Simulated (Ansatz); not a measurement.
Cost and result up the ladder for Zn4H14Se4 (22 atoms). Total charge 0; singlet. Geometry: r2SCAN-D4/def2-SVP.

```tsv
atom	x (Å)	y (Å)	z (Å)
Zn1	2.471	1.077	-1.362
Se2	0.402	-1.529	-1.857
Zn3	1.534	-2.100	1.557
Se4	1.735	0.445	1.054
Se5	-1.690	-1.058	1.426
Zn6	-1.810	-0.460	-1.078
Zn7	0.059	2.056	2.227
Se8	-1.043	1.997	-0.952
H9	4.000	1.317	-1.418
H10	1.085	1.033	-2.144
H11	-0.186	-2.881	-2.009
H12	0.143	-1.219	-3.285
H13	0.359	-2.533	0.574
H14	2.565	-2.525	2.634
H15	2.964	0.761	1.789
H16	-2.253	-2.413	1.210
H17	-3.037	-0.510	1.722
H18	-3.110	-0.793	-1.862
H19	0.818	3.061	3.130
H20	-1.337	1.538	1.666
H21	-1.264	2.248	-2.397
H22	-2.405	2.486	-0.625
```

Ansatz on 2 threads of AMD EPYC 7R13 on a shared host and a share (18 GiB) of an NVIDIA H100 80GB HBM3. Times are rough, and most runs start from the orbitals of an earlier one. PBE0-D4/def2-TZVP serves as the yardstick here, not as an exact answer. Differences are given only for rows in sets of like size (and for xTB, whose basis is part of the method), since another set adds its own error. Binding counts from free atoms at the same level (Zn singlet, Se triplet, H doublet; other spins of the atoms weren't run), without zero-point energy or a counterpoise term.

Single mean-field runs in def2-TZVP are fitted with def2-universal-jkfit. In the singlet geometry the species has come apart into loosely held pieces.

```tsv
level	functions	wall time	binding energy per atom (eV)	difference from PBE0-D4/def2-TZVP (eV)
PBE-D4/def2-SVP	322	4.2 s	2.08	–
PBE0-D4/def2-SVP	322	5.5 s	2.05	–
PBE-D4/def2-TZVP	468	6 s	2.02	0.01
PBE0-D4/def2-TZVP (with forces)	468	7 s	2.01	0.00
r2SCAN-D4/def2-TZVP (with forces)	468	7.5 s	2.07	0.06
```
